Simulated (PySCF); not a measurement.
Delta-SCF ions had no search for a lower state. Excitations are Tamm–Dancoff values on a coarser integration grid. The basis has no diffuse functions, so Rydberg states are missing or too high.

## Cl$_{3}$Ga, SMILES `[Cl][Ga]([Cl])[Cl]` (charge 0, multiplicity 1)

The numbers are results of PySCF with PBE-D3(BJ)/def2-TZVP, not measurements.

- HOMO: -8.01 eV
- dipole moment: 0.00 D
- HOMO–LUMO gap: 4.96 eV
- LUMO: -3.06 eV
- S1 excitation (TDA): 5.12 eV
- S1 oscillator strength: 0.000
- T1 excitation (TDA): 4.80 eV
- S1–T1 gap (TDA): 0.32 eV
- vertical ionisation energy (Delta-SCF): 10.88 eV
- total energy: -3304.8136 Ha
- cost: about 70 core-seconds (a rough figure)

Bonds (Å): Cl1–Ga2 2.129, Ga2–Cl3 2.129, Ga2–Cl4 2.129. Bond angles (°): Cl1–Ga2–Cl3 120.0, Cl1–Ga2–Cl4 120.0, Cl3–Ga2–Cl4 120.0.
Charge 0, spin multiplicity 1.
